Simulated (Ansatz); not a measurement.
Relaxation of CH$_{5}$BSSi (9 atoms, charge 0, multiplicity 1), to a largest force component of 0.02 eV/Å in at most 50 steps.

Computed with UKS LDA/def2-SVP in Ansatz 0.2.0.

```xyz
9
Properties=species:S:1:pos:R:3
C -2.002 0.506 -0.072
B -0.744 0.090 0.328
Si 1.055 -0.485 0.688
S 1.903 -0.656 -1.322
H -2.782 0.841 0.595
H -1.554 0.202 1.165
H 1.325 -1.833 1.193
H 1.966 0.425 1.397
H 1.621 0.579 -1.711
```

**Question.** Where does it end, and by what steps?

**Answer.** The run converged. After 21 steps the energy has fallen by 1.831 eV; H5 moved furthest, 1.18 Å. Parted: B2–H6.

```
step  energy less start (eV)  largest force component (eV/Å)  accepted
   0                  0.0000                           3.016       yes
   1                 -0.7636                           3.209       yes
   2                 -1.0967                           2.029       yes
   3                 -1.5086                           0.720       yes
   4                 -1.5883                           1.107       yes
   5                 -1.6525                           0.672       yes
   6                 -1.6843                           0.347       yes
   7                 -1.7329                           0.623       yes
   8                 -1.7774                           0.225       yes
   9                 -1.8103                           0.218       yes
  10                 -1.8167                           0.079       yes
  11                 -1.8053                           0.452        no
  12                 -1.8210                           0.035       yes
  13                 -1.8249                           0.136       yes
  14                 -1.8262                           0.116       yes
  15                 -1.8280                           0.244       yes
  16                 -1.8289                           0.236       yes
  17                 -1.8295                           0.155       yes
  18                 -1.8300                           0.102       yes
  19                 -1.8304                           0.030       yes
  20                 -1.8304                           0.043       yes
  21                 -1.8306                           0.019       yes
```

```xyz
9
Properties=species:S:1:pos:R:3
C -1.818 0.483 0.534
B -0.518 0.008 0.700
Si 1.318 -0.614 0.685
S 1.430 -0.545 -1.479
H -2.318 0.553 -0.448
H -2.433 0.808 1.395
H 1.544 -2.060 1.028
H 2.361 0.230 1.372
H 1.222 0.805 -1.526
```

Whether the end is a true minimum wasn't checked by a vibrational analysis.

Time of the run: 55 s on 2 threads of Arm Neoverse N1, on a shared host, peak memory 0.16 GiB.
